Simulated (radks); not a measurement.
The numbers below are computed, except where a source is named.
Numerical settings for neutral lead, [Hg] 6p2. Level of theory: scalar-relativistic Kohn-Sham, LDA (Slater exchange, Perdew-Wang correlation), spin-polarised, spherical densities, finite nucleus; open shells are filled with parallel spins first (spin-orbit coupling, left out, can overturn this in heavy ions); Fermi nuclear charge, rms radius 5.5012 fm (a radial shooting solver on a logarithmic mesh with Libxc functionals). The defaults (mesh step 0.008 in ln r, mesh end at 40 bohr or more with all orbitals vanishing there, Anderson mixing 0.5 over 9 steps, residual threshold near 1e-9 with the energy settled to 1e-9 hartree or 1e-11 of itself, here a cap of 89 iterations) give E = -20864.886 hartree and 6p at -4.058 eV in 15 iterations. Run on one thread of a shared host, so times are rough (Arm Neoverse V1): 0.3 s of CPU time, 0.3 s wall, 15 iterations on 2440 mesh points. Changes against that run (0 stands for a change within the tolerance of the run):

setting                     iterations         converged  E (mhartree)  e(6p) (meV)  CPU (s)
mesh step in ln r 0.05              15               yes         +0.31            0     0.07
mesh step in ln r 0.2                4                no      diverged            -     0.01
mesh step in ln r 0.12               4                no      diverged            -     0.02
mesh end (bohr) 8                   15               yes         +5.67         +273     0.28
mesh end (bohr) 2                   13  level above zero     +1.95e+04    +1.37e+05     0.22
residual threshold 0.001            10               yes             0       -0.115     0.24
residual threshold 0.1              10               yes             0       -0.115     0.24
mixing 1                            13               yes             0            0     0.28
linear mixing, mixing 0.05          89                no         -5.68        -17.8      1.7
linear mixing, mixing 0.5           30               yes             0            0     0.48
mixing history 3                    16               yes             0            0     0.31
iteration cap 8                      8                no             0       +0.623     0.18

Settled on a wrong energy, with an occupied level pushed above zero by the early mesh end: mesh end (bohr) 2 (+19.5 hartree). Apart from these: settings that end as converged yet miss the energy by more than 1 mhartree: mesh end (bohr) 8 (+0.00567 hartree). A mesh that ends early acts as a hard wall.
